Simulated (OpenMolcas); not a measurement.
## Re2+ in a point-charge field

Re2+ among 4 point charges of -2 e arranged as a tetrahedron (Td), 2.41 Å from the ion.
```
   1.3914    1.3914    1.3914  -2.00
   1.3914   -1.3914   -1.3914  -2.00
  -1.3914    1.3914   -1.3914  -2.00
  -1.3914   -1.3914    1.3914  -2.00
```

```yaml
Program: OpenMolcas 26.06
Method: "SS-CASPT2, IPEA 0.25 Eh, imaginary shift 0.1 Eh (closed shells correlated: 4f 5s 5p)"
Basis: ANO-RCC-VDZP [7s6p4d2f1g]
Scalar_Hamiltonian: DKH2, point nucleus
Active_space: 5 electrons in 5 orbitals (5d)
State_averaging: 2S+1 = 6 even, 1 root; 2S+1 = 4 even, 24 roots; 2S+1 = 2 even, 75 roots
Spin-orbit_coupling: RASSI with atomic mean-field integrals over the reference wave functions
```

The lowest spin-free states (labels of Td), above the lowest:

| State | Degeneracy | E (cm-1) | Free-ion L (%) |
| --- | --- | --- | --- |
| 6A1 | 1 | 0 | S (100) |
| 4T1 | 3 | 19510 | G (81) |
| 4T2 | 3 | 20090 | G (99) |
| 4E | 2 | 20640 | G (100) |
| 4A1 | 1 | 20640 | G (100) |
| 4T2 | 3 | 22940 | D (97) |
| 4E | 2 | 23780 | D (100) |
| 4T1 | 3 | 24220 | P (82) |
| 2T2 | 3 | 28920 | I (74) |
| 2A2 | 1 | 29230 | I (84) |
| 2T1 | 3 | 29680 | I (90) |
| 2T2 | 3 | 30050 | I (95) |
| 2E | 2 | 30260 | I (94) |
| 2A1 | 1 | 30480 | I (100) |
| 2T2 | 3 | 30690 | D (56) |
| 2E | 2 | 31940 | D (74) |
| 4A2 | 1 | 32960 | F (100) |
| 4T1 | 3 | 32960 | F (99) |
| 2T1 | 3 | 33010 | F (79) |
| 4T2 | 3 | 33570 | F (95) |

The lowest levels with spin-orbit coupling:

```json
{"E (cm-1)": "0", "Degeneracy": "2", "Label": "Γ7", "2S+1": "6", "g": "3.27 3.27 3.27"}
{"E (cm-1)": "1", "Degeneracy": "4", "Label": "Γ8", "2S+1": "6", "g": ""}
{"E (cm-1)": "16060", "Degeneracy": "4", "Label": "Γ8", "2S+1": "4 (69 %)", "g": ""}
{"E (cm-1)": "17280", "Degeneracy": "2", "Label": "Γ7", "2S+1": "4 (72 %)", "g": "1.24 1.24 1.24"}
{"E (cm-1)": "19090", "Degeneracy": "4", "Label": "Γ8", "2S+1": "4", "g": ""}
{"E (cm-1)": "19160", "Degeneracy": "2", "Label": "Γ6", "2S+1": "4", "g": "1.03 1.03 1.03"}
{"E (cm-1)": "19400", "Degeneracy": "2", "Label": "Γ7", "2S+1": "4 (88 %)", "g": "1.28 1.28 1.28"}
{"E (cm-1)": "19900", "Degeneracy": "4", "Label": "Γ8", "2S+1": "4 (89 %)", "g": ""}
{"E (cm-1)": "20150", "Degeneracy": "2", "Label": "Γ6", "2S+1": "4", "g": "0.22 0.22 0.22"}
{"E (cm-1)": "20230", "Degeneracy": "2", "Label": "Γ7", "2S+1": "4 (89 %)", "g": "0.90 0.90 0.90"}
{"E (cm-1)": "20360", "Degeneracy": "4", "Label": "Γ8", "2S+1": "4", "g": ""}
{"E (cm-1)": "20480", "Degeneracy": "4", "Label": "Γ8", "2S+1": "4", "g": ""}
{"E (cm-1)": "20820", "Degeneracy": "2", "Label": "Γ6", "2S+1": "4 (89 %)", "g": "1.96 1.96 1.96"}
{"E (cm-1)": "21150", "Degeneracy": "4", "Label": "Γ8", "2S+1": "4", "g": ""}
{"E (cm-1)": "21170", "Degeneracy": "2", "Label": "Γ7", "2S+1": "4 (89 %)", "g": "2.83 2.83 2.83"}
{"E (cm-1)": "21420", "Degeneracy": "4", "Label": "Γ8", "2S+1": "4", "g": ""}
{"E (cm-1)": "21840", "Degeneracy": "4", "Label": "Γ8", "2S+1": "4", "g": ""}
{"E (cm-1)": "22820", "Degeneracy": "2", "Label": "Γ6", "2S+1": "4", "g": "1.37 1.37 1.37"}
{"E (cm-1)": "23150", "Degeneracy": "2", "Label": "Γ7", "2S+1": "4", "g": "3.70 3.70 3.70"}
{"E (cm-1)": "24140", "Degeneracy": "4", "Label": "Γ8", "2S+1": "4", "g": ""}
```

Powder χT (cm3 K/mol): 4.18 at 2 K, 4.22 at 10 K, 4.22 at 50 K, 4.22 at 100 K, 4.22 at 200 K, 4.22 at 300 K. The effective moment at 300 K is 2.828 √(χT) = 5.81 μB.

The lowest level has 2S+1 = 6, for which the spin-only value is χT = S(S+1) / 2 = 4.375 cm3 K/mol (g = 2). The computed 4.223 at 300 K differs by -0.152, through orbital momentum, spin-orbit coupling and any other state in reach.

Roots that are degenerate in the reference are averaged as groups; the widest CASPT2 spread within a group is 190 cm-1 (the 3-fold group of multiplicity 2 near 38800 cm-1 above the lowest state of its run). Shifts and gaps below about the spread of the groups concerned are not significant. Point charges give a weaker field than real ligands, and real ions of this kind are as a rule low spin; the high spin found here belongs to the model. Free-ion shares, where given, are those of the reference states; single-state CASPT2 does not remix them. Point charges carry no covalency, so the field is a model and not that of real ligands. No measured value stands beside these numbers.
